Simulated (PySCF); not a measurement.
## Correlation energy of P+ (phosphorus, charge +1)

[Ne] 3s2 3p2, high-spin 3P determinant. All numbers are calculated (PySCF 2.14, no relativity, point nucleus, in cc-pV(D+d)Z (4s3p2d, 23 functions)). Frozen: [Ne]; 4 electrons correlated.

MP2 pair energies summed by pair of shells (mhartree):

```json
{"pair": "3s-3p", "energy": "-30.28", "share (%)": "60.2"}
{"pair": "3s-3s", "energy": "-14.71", "share (%)": "29.2"}
{"pair": "3p-3p", "energy": "-5.32", "share (%)": "10.6"}
```

Total MP2 correlation energy: -50.31 mhartree.

Same-spin part -8.30 and opposite-spin part -42.01 mhartree; SCS-MP2 scales them by 1/3 and 6/5 to -53.18 mhartree.

```csv
level,correlation energy (mhartree)
CCSD,-71.86
(T),-1.00
CCSD(T),-72.86
```

Diagnostics: T1 = 0.0086, D1 = 0.0230, largest double amplitude 0.107.

Task: Is a single reference adequate?

Result: Mostly. T1 lies below 0.03, but a double amplitude of this size points to a near-degeneracy that CCSD handles and MP2 describes poorly.
